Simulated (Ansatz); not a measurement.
C2H7NOSn (`C=[N][SnH]([CH3])[OH]`), charge 0, multiplicity 1.

**Question.** Give a relaxed structure at PBE0-D4/def2-TZVP (Ansatz). (Best estimate.)

**Answer.** The calculation gave: 
Z-matrix (Å, degrees):
```
Sn
N 1 2.053
O 1 1.978 2 107.3
C 1 2.128 2 108.1 3 -118.8
H 1 1.702 2 109.1 3 113.1
C 2 1.259 1 119.1 3 -3.4
H 3 0.959 1 113.5 2 -89.2
H 4 1.090 1 109.5 2 58.0
H 4 1.090 1 109.5 2 -61.2
H 4 1.090 1 110.2 2 178.5
H 6 1.099 2 119.4 1 179.7
H 6 1.101 2 125.4 1 -0.4
```
This is one stationary point; other conformers may exist.
